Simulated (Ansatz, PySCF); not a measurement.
Gas-phase reaction (SMILES): O=BCl + 3 [H][H] (H2) -> B (BH3) + Cl (HCl) + O (H2O); energy of full hydrogenation.

Geometries: B3LYP-D3(BJ)/def2-TZVP minima from Ansatz (a first-principles code). Correlated levels leave the core frozen unless marked. Spin-orbit coupling is left out. No relativistic terms. CBS(X,Y): correlation extrapolated as X^-3; Hartree-Fock from the larger set. Thermal terms are rigid-rotor harmonic-oscillator values from B3LYP-D3(BJ) frequencies (PySCF) at 298.15 K and 1 atm. 1 Eh = 627.5095 kcal/mol.

```
species      E, CCSD(T)/CBS(aug-cc-pV(T+d)Z,aug-cc-pV(Q+d)Z) (Ansatz) (Eh)  E, PBE/def2-TZVPD (Ansatz) (Eh)  H - E (Eh)  G - E (Eh)
-----------  -------------------------------------------------------------  -------------------------------  ----------  ----------
O=BCl                                                           -559.81557                       -560.10657     0.01207    -0.01477
[H][H] (H2)                                                       -1.17444                         -1.16589     0.01336    -0.00144
B (BH3)                                                          -26.54880                        -26.55229     0.03008     0.00872
Cl (HCl)                                                        -460.37804                       -460.62833     0.01000    -0.01120
O (H2O)                                                          -76.37513                        -76.38111     0.02495     0.00353
```

Q: Work out ΔE and ΔH, ΔG, ΔS and the equilibrium constant at 298.15 K at the first level, then ΔH at the second.

A: 
1. ΔE = [(-26.54880) + (-460.37804) + (-76.37513)] - [(-559.81557) + 3×(-1.17444)] = 0.03692 Eh = 23.2 kcal/mol at CCSD(T)/CBS(aug-cc-pV(T+d)Z,aug-cc-pV(Q+d)Z).
2. The terms H - E add up to 0.01288 Eh, so ΔH = (0.03692 + (0.01288))×627.5095 = 31.2 kcal/mol.
3. The terms G - E add up to 0.02014 Eh, so ΔG = 35.8 kcal/mol, and ΔS = (0.01288 - (0.02014))×627509.5/298.15 = -15.3 cal/(mol K).
4. log10 K = -ΔG/(RT ln 10) = -26.2, with RT ln 10 = 1.3642 kcal/mol.
5. At PBE/def2-TZVPD the same steps give ΔE = 26.7 and ΔH = 34.8 kcal/mol, a shift of +3.6 from the first level.
6. These values are not checked against measurement here, since the tables used lack a sound gas-phase enthalpy of formation for at least one species.
